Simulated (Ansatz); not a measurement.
Cost and result for the atomization energy of C$_{2}$H$_{7}$FGeOS, SMILES `C[O][Ge]([CH3])([F])[SH]` (13 atoms, 12 bonds).

```csv
atom,x (Å),y (Å),z (Å)
C1,1.637,1.472,-0.212
O2,0.411,0.930,-0.660
Ge3,-0.290,-0.487,0.108
C4,-1.965,-0.850,-0.761
F5,0.825,-1.802,-0.154
S6,-0.353,-0.284,2.313
H7,1.635,1.641,0.871
H8,1.778,2.432,-0.713
H9,2.478,0.819,-0.465
H10,-2.686,-0.072,-0.509
H11,-2.346,-1.816,-0.433
H12,-1.809,-0.860,-1.840
H13,0.685,-1.124,2.455
```

Charge 0, multiplicity 1. Correlated methods include outer-core shells of Ge, which these sets cover unevenly. Scalar relativity is left out up to krypton. All single points use the PBE0-D4/def2-TZVP geometry. It is one conformer, not always the lowest. Program: Ansatz. All runs use 2 threads of an AMD EPYC 7R13 on a shared host and a share of an NVIDIA H100 80 GB. Times are those of one run each, without the atoms' runs, and a repeat can differ threefold. Electronic energies, without spin–orbit coupling; frozen cores. CCSD(T)/CBS adds CCSD(T) − MP2 in def2-TZVPP to the MP2 limit, and its time is that of the two runs behind it. T1 = 0.012. With those shells the extrapolation isn't a true limit. B3LYP takes the VWN-RPA correlation (the form of Gaussian; ORCA's B3LYP/G).

CCSD(T)/CBS is a level of theory with its own doubt, some kJ/mol a heavy atom from the limit and from the frozen cores, so smaller differences don't rank the functionals.

```csv
level,functions,wall time,atomization (kcal/mol),difference from CCSD(T)/CBS,per bond
B3LYP-D4/def2-TZVPP (with forces),312,11 s,1128.2,-9.4,-0.8
PBE0-D4/def2-TZVPP,312,13 s,1131.2,-6.4,-0.5
PBE-D4/def2-TZVPP (with forces),312,14 s,1152.7,15.1,1.3
r2SCAN-D4/def2-TZVPP (with forces),312,14 s,1138.1,0.5,0.0
ωB97X-V/def2-TZVPP,312,14 s,1138.9,1.3,0.1
B2PLYP/def2-TZVPP,312,14 s,1119.8,-17.8,-1.5
ωB97M-V/def2-TZVPP (with forces),312,15 s,1135.1,-2.5,-0.2
MP2/def2-QZVPP,597,20 s,1146.3,8.7,0.7
CCSD(T)/def2-TZVPP,312,26 s,1110.3,-27.3,-2.3
CCSD(T)/CBS(def2),–,46 s,1137.6,0.0,0.0
```

From PBE to PBE0 (25 % exact exchange), in def2-TZVPP and without D4, the atomization energy moves by −20.5 kcal/mol: exact exchange takes away binding that semilocal exchange gives to molecules. In def2-TZVPP, CCSD(T) changes the Hartree–Fock value by +292.7 kcal/mol (the triples alone add +17.8 kcal/mol) and MP2 by +312.6 kcal/mol; breaking electron pairs costs correlation energy, which Hartree–Fock lacks. The D4 term adds +11.5 kcal/mol with B3LYP and +6.1 kcal/mol with PBE0; it sums over pairs of atoms, weighted by their polarisabilities, and B3LYP, whose exchange is more repulsive, gets the larger term.
